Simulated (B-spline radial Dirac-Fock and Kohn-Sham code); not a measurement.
## Two-hole binding energies of Ce⁴⁺

System: the Ce⁴⁺ ion, 1s2 2s2 2p6 3s2 3p6 3d10 4s2 4p6 4d10 5s2 5p6, inside a Watson sphere of charge -4 and radius 2.4 Å (a model of the Madelung potential; inside it an electron's potential energy is raised by 24.0 eV).

Input file task.json (cfg lists n, l and occupation; rrms is the nuclear radius in fm):

```json
{"items": [{
  "Z": 58,
  "q": 4,
  "cfg": [[1, 0, 2], [2, 0, 2], [2, 1, 6], [3, 0, 2], [3, 1, 6], [3, 2, 10], [4, 0, 2], [4, 1, 6], [4, 2, 10], [5, 0, 2], [5, 1, 6]],
  "A": 140,
  "rrms": 4.8771,
  "watson": [-4, 2.4],
  "do": ["binding", "quiet", "double"]
}]}
```

Launch: `python xray_run.py task.json out`

Method: Dirac-Fock ΔSCF + Breit + QED. Computed with a B-spline atomic structure program. U is the two-hole binding energy less the two single-hole energies, the effective repulsion of the holes after relaxation. Each two-hole energy is an average over J within one jj subconfiguration.

```csv
holes,E(a) (eV),E(b) (eV),E(ab) (eV),U (eV)
1s⁻¹ 2p1/2⁻¹,40473.8,6198.9,46959.7,287.0
1s⁻¹ 3p1/2⁻¹,40473.8,1311.5,41875.3,90.0
1s⁻¹ 3p3/2⁻¹,40473.8,1223.1,?,?
1s⁻¹ 3d5/2⁻¹,40473.8,919.5,41470.4,77.1
2p1/2⁻²,6198.9,6198.9,12604.4,206.5
2p1/2⁻¹ 2p3/2⁻¹,6198.9,5757.9,12140.3,183.5
2s⁻¹ 3p1/2⁻¹,6589.2,1311.5,7975.3,74.7
2s⁻¹ 3p3/2⁻¹,6589.2,1223.1,7883.9,71.7
2p1/2⁻¹ 3p3/2⁻¹,6198.9,1223.1,7496.4,74.4
2p1/2⁻¹ 3d5/2⁻¹,6198.9,919.5,7197.5,79.1
3p1/2⁻²,1311.5,1311.5,2684.1,61.1
3p3/2⁻²,1223.1,1223.1,2501.8,55.6
3d3/2⁻²,937.9,937.9,1938.3,62.4
3d3/2⁻¹ 3d5/2⁻¹,937.9,919.5,1920.5,63.1
```

Problem. Give the missing two-hole energy and U.

Solution. E(ab) = 41780.1 eV and U = 83.2 eV.
